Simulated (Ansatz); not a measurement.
`OB(Cl)Cl` → `Cl[B]Cl`• + `[OH]`•  (homolysis of the B–O bond)

Gas-phase electronic energies from Ansatz, PBE0-D4/def2-TZVP geometries. CBS: def2 TZ/QZ extrapolation, frozen cores. Functionals use def2-TZVPP. HSE06 is defined as in plane-wave codes. Open shells (•) are unrestricted, without spin–orbit coupling. Each species was taken in one conformer, which may not be the lowest.

`OB(Cl)Cl`:

```xyz
5

O     0.272    0.898   -0.561
B     0.120   -0.283    0.055
Cl    1.361   -1.496   -0.133
Cl   -1.298   -0.626    1.042
H    -0.456    1.507   -0.404
```

`Cl[B]Cl`•:

Z-matrix (Å, degrees):
```
B
Cl 1 1.720
Cl 1 1.720 2 125.4
```

`[OH]`•:

Cartesian coordinates in Å:
```
O -0.293 -0.009 0.388
H 0.293 0.009 -0.388
```

Problem. What is ΔE at CCSD(T)/CBS? (Estimate.)

Solution. Computed: +635.5 kJ/mol.

Problem. What do these levels give: LDA (SPW92), PBE-D4, revPBE-D4, B97M-V, r2SCANh-D4, HSE06-D4, BHLYP-D4, revPBE, HSE06, MP2/def2-TZVPP, SCS-MP2/def2-QZVPP, MP2/CBS(def2)? (Best estimate.)

Solution. Computed: LDA (SPW92) 718.1, PBE-D4 626.9, revPBE-D4 606.6, B97M-V 626.2, r2SCANh-D4 605.7, HSE06-D4 618.9, BHLYP-D4 602.1, revPBE 592.9, HSE06 615.7, MP2/def2-TZVPP 655.2, SCS-MP2/def2-QZVPP 649.3, MP2/CBS(def2) 667.7 kJ/mol.

Problem. What do rigid-rotor, harmonic-oscillator terms from PBE0-D4/def2-TZVP frequencies (298.15 K, 1 bar) make of the CCSD(T)/CBS value? (Estimate.)

Solution. Computed: ΔZPE = -22.6 kJ/mol, ΔH = +619.3 kJ/mol, ΔS = 159 J/(mol·K), ΔG = +572.0 kJ/mol. Open shells count their whole term as degenerate.

Largest T1 diagnostic among the species: 0.015.

From r2SCAN to r2SCAN0 (25 % exact exchange), in def2-TZVPP and without D4, ΔE moves by −7.5 kJ/mol: exact exchange takes away binding that semilocal exchange gives to molecules. At CCSD(T), def2-SVP lies −11.1 kJ/mol from the extrapolated value and def2-TZVPP −12.2 kJ/mol.
